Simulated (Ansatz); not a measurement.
**Computed against measured: atomisation enthalpy at 298 K**

6 molecules holding Si, Ge, B, Al, Ga, P or As; the atomisation enthalpy at 298 K in kJ/mol, computed less measured. Shapes, held fixed at every level: PBE0-D4/def2-TZVP. Thermal terms are harmonic and unscaled (PBE0-D4/def2-TZVP); the spin-orbit lowering of the free atoms is taken from their spectra. Programs: Ansatz 0.2.0. Measured values: CRC Handbook of Chemistry and Physics, NIST-JANAF tables.

Levels: A = SPW92/def2-TZVPP; B = wB97X-V/def2-TZVPP; C = CCSD(T)/def2-TZVPP.

```
                          molecule  from tabulated heats     A    B     C
  AlClF2 (SMILES [F][Al]([F])[Cl])                  1609  +197  -13   -47
           BBr3 (boron tribromide)                  1110  +233   -4   -32
          BCl3 (boron trichloride)                  1337  +245   +7   -47
                    GeH4 (germane)                  1153  +142  +31   +16
            SiH3I (SMILES [SiH3]I)                  1213  +131  +14   -24
Si(CH3)3Cl (chlorotrimethylsilane)                  5037  +615   +6  -123
```

**Question.** Sum up the errors.

**Answer.** 
| level | kind | mean error | mean absolute error | worst case |
| --- | --- | --- | --- | --- |
| SPW92/def2-TZVPP | LDA | +260.5 | 260.5 | Si(CH3)3Cl |
| wB97X-V/def2-TZVPP | range-separated hybrid | +6.8 | 12.5 | GeH4 |
| CCSD(T)/def2-TZVPP | coupled cluster or CI | -42.8 | 48.2 | Si(CH3)3Cl |

On this set wB97X-V/def2-TZVPP has the smallest mean absolute error and SPW92/def2-TZVPP the largest. SPW92/def2-TZVPP is too high in 6 of 6; wB97X-V/def2-TZVPP is too high in 4 of 6; CCSD(T)/def2-TZVPP is too low in 5 of 6. The heats of AlClF2, Si(CH3)3Cl come from older tables and can be uncertain by 10 kJ/mol or more. The molecules' own spin-orbit binding is left out, so errors for heavy halides read too negative. The tabulated values of BBr3, BCl3, SiH3I are in doubt (older tables, estimates, or at odds with other calculations) and kept here. Over the 3 molecules whose values aren't doubted the mean absolute errors are A 318.0; B 16.7; C 62.0. Correlated wave functions converge slowly with the basis. For atoms past krypton def2 sets carry core potentials with scalar relativity. Relativity is left out for Br, Ge. Outer-core shells of Br, Ge, I are correlated, in sets that cover them unevenly. The set is small.
